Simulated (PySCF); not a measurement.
Compound: C4H5IO.
Atom-mapped SMILES: `[CH2:1]=[CH:2][O:3]/[CH:4]=[CH:5]\[I:6]` (hydrogens: H7, H8 on C1; H9 on C2; H10 on C4; H11 on C5)

Method used: PBE0-D3(BJ)/def2-SVP geometry optimisation, gas phase, def2 core potentials past Kr in PySCF.

Some entries are withheld.

```tsv
coordinate	value
C1=C2	?
C2–O3	1.357 Å
O3–C4	1.342 Å
C4=C5	?
C5–I6	?
C1–H7	1.092 Å
C1–H8	1.090 Å
C2–H9	1.097 Å
C4–H10	1.098 Å
C5–H11	1.089 Å
C1–C2–O3	?
C2–O3–C4	?
O3–C4–C5	123.6°
C4–C5–I6	?
```

**Question.** Estimate the withheld lengths and angles.

**Answer.** 
- C1=C2 = 1.330 Å, drawn double (terminal =CH2 carbon to vinylic carbon bearing oxygen); 0.13 Å below the sum of covalent radii, 1.46 Å.
- C4=C5 = 1.334 Å, drawn double (vinylic carbon bearing oxygen to alkene CH carbon); 0.13 Å below the sum of covalent radii, 1.46 Å.
- C5–I6 = 2.078 Å, drawn single (ends: alkene CH carbon; iodine bonded to C); 0.04 Å below the sum of covalent radii, 2.12 Å.
- C1–C2–O3 = 121.8°, at the vinylic carbon bearing oxygen; the outer atoms are 2.349 Å apart.
- C2–O3–C4 = 119.2°, at the ether oxygen; the outer atoms are 2.329 Å apart.
- C4–C5–I6 = 123.6°, at the alkene CH carbon; the outer atoms are 3.028 Å apart.

Radii are Cordero's, carbon taken as 0.76, 0.73 or 0.69 Å for four, three, and two or fewer neighbours.

Whether it is a minimum is left open (no frequencies). The numbers are those of one conformer (C1–C2–O3–C4 180°, C2–O3–C4–C5 -179°).
